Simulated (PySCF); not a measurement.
# Broadened absorption spectrum of 2,5-difluoropyridine

Compound: 2,5-difluoropyridine, C5H3F2N.
SMILES: `Fc1ccc(F)nc1`

The calculation used TDDFT CAM-B3LYP/def2-SVPD, vertical, gas phase, core orbitals frozen in the response in PySCF. Isolated species at its GFN2-xTB geometry, gas phase.

Computed states:

```
state  E (eV)       f
   S1    5.31   0.075
   S2    5.48  0.0042
   S3    6.27  0.0000
   S4    6.42   0.043
   S5    7.43  0.0018
   S6    7.45   0.483
   S7    7.80   0.419
   S8    7.81   0.013
```

Each state is given a Gaussian of 0.25 eV full width at half maximum, with ε(max) = 2.175×10⁸ f / Δν̃ (Δν̃ the width in cm⁻¹). The width is an assumption, not a result. The curve ends short of the highest state used, and states not computed would add to its high-energy end.

Problem. Give the broadened spectrum and its maxima.

Solution. 
| E (eV) | ε (L mol⁻¹ cm⁻¹) |
| --- | --- |
| 4.93 | 14 |
| 4.99 | 89 |
| 5.04 | 328 |
| 5.09 | 969 |
| 5.15 | 2652 |
| 5.20 | 4811 |
| 5.25 | 7004 |
| 5.30 | 8198 |
| 5.36 | 7470 |
| 5.41 | 5525 |
| 5.46 | 3395 |
| 5.52 | 1548 |
| 5.57 | 713 |
| 5.62 | 302 |
| 5.68 | 95 |
| 5.73 | 32 |
| 5.78 | 9 |
| 5.83 | 2 |
| 5.89 | 0 |
| 5.94 | 0 |
| 5.99 | 1 |
| 6.05 | 11 |
| 6.10 | 50 |
| 6.15 | 184 |
| 6.21 | 658 |
| 6.26 | 1490 |
| 6.31 | 2704 |
| 6.36 | 3931 |
| 6.42 | 4597 |
| 6.47 | 4103 |
| 6.52 | 2934 |
| 6.58 | 1464 |
| 6.63 | 643 |
| 6.68 | 226 |
| 6.73 | 64 |
| 6.79 | 10 |
| 6.84 | 2 |
| 6.89 | 0 |
| 6.95 | 1 |
| 7.00 | 8 |
| 7.05 | 50 |
| 7.11 | 350 |
| 7.16 | 1390 |
| 7.21 | 4424 |

Maxima: 233 nm (5.31 eV), ε about 8200, made up of S1 (98%); 193 nm (6.42 eV), ε about 4600, made up of S4 (100%) (ε in L mol⁻¹ cm⁻¹; maxima over ε = 5, shares over 10%). At its high-energy end, 7.21 eV, the curve is still rising (ε about 4400, from S6).

Problem. On this curve, what absorbance would a 10⁻⁵ mol/L sample give at 222 nm over a 1 cm path?

Solution. 222 nm is 5.585 eV, where ε is about 560 L mol⁻¹ cm⁻¹, so A = ε c l ≈ 0.0056 (Beer–Lambert, with the gas-phase spectrum and the assumed width).

Problem. Coming from long wavelengths, where does ε first pass 100 L mol⁻¹ cm⁻¹?

Solution. At about 248 nm (4.99 eV), 0.31 eV below S1.

Problem. What would ε be at 5.31 eV, the highest of these maxima, with half the width (0.125 eV)?

Solution. About 16200 L mol⁻¹ cm⁻¹ against 8240, a factor of about 1.97; a lone state at its own centre would give exactly 2.
